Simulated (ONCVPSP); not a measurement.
## Before and after: ONCV potential for bismuth (Bi)

bismuth, optimised norm-conserving Vanderbilt (ONCV), made with ONCVPSP 4.0.1 (PBE, scalar-relativistic). Core [Xe] 4f14 5d10, reference 6s2 6p2.75 (charge +0.25). Waves: 6s: rc 1.75 bohr, ncon 4, nbas 9, qcut 3 1/bohr, 3 projectors, debl 2.3 Ha; 6p: rc 2.60 bohr, ncon 4, nbas 9, qcut 3.1 1/bohr, 3 projectors, debl 1 Ha. Local part: polynomial inside 1.45 bohr (lpopt 3, dvloc0 6 Ha). Core correction: Teter function, fcfact 2.5, rcfact 1.55.

All-electron outer shells of the reference configuration (PBE, scalar-relativistic, ld1.x):

```tsv
shell	level (eV)	outermost node (bohr)	outermost maximum (bohr)
5p	-97.75	0.48	0.86
5d	-28.97	0.51	1.03
6s	-16.27	0.98	1.86
6p	-6.19	1.14	2.44
```

Change: core correction Teter function, fcfact 1.9, rcfact 1.55.

Cutoffs: the cutoffs (Ha) at which the residual kinetic energy of the hardest occupied pseudo-wave falls to 1 and 0.1 mHa per electron; they do not see the model core or the augmentation charge, which bear on the density cutoff. Errors are all-electron minus pseudo energies relative to the spin-unpolarised reference configuration.

Problem. Predict the effect on cutoff, ghosts and configuration errors.

Solution. The potential gets neither clearly harder nor softer (22 Ha and 64 Ha → 22 Ha and 64 Ha); both files keep a bound ghost (s); of the 4 tests that both files solve, the error grows in 0 and shrinks in 3 by more than 15 % and 0.3 meV (median size 33.7 → 28.0 meV). A model core, the more so a compact one, raises the density cutoff, which this test does not measure.

| quantity | base | changed |
| --- | --- | --- |
| cutoff, loose | 22 Ha | 22 Ha |
| cutoff, tight | 64 Ha | 64 Ha |
| bound ghosts | s | s |
| GHOST(+) flags under 300 eV | p at 147.1 eV, s at 181.9 eV | p at 147.1 eV, s at 181.9 eV |
| error for 6s2 6p3, meV [ΔE -1.34 eV] | -0.9 | -0.6 |
| error for 6s2 6p2, meV [ΔE 6.57 eV] | -25 | -20 |
| error for 6s2 6p1, meV [ΔE 21.82 eV] | -172 | -140 |
| error for 6s1 6p3, meV [ΔE 17.39 eV] | -42 | -36 |
| s: phases at 1.77 bohr within 0.05 rad from the reference energy up to (Ha; the scan ends near 5) | to the end of the scan | to the end of the scan |
| p: phases at 2.65 bohr within 0.05 rad from the reference energy up to (Ha; the scan ends near 5) | 4.8 | 4.8 |
| rms error of d²Exc/dni dnj with the model core, mHa | 1.83 | 2.60 |

 A true bound ghost makes a file unfit for plane-wave use even where its test errors are small: the radial tests pick states by their node count and pass the ghost by.
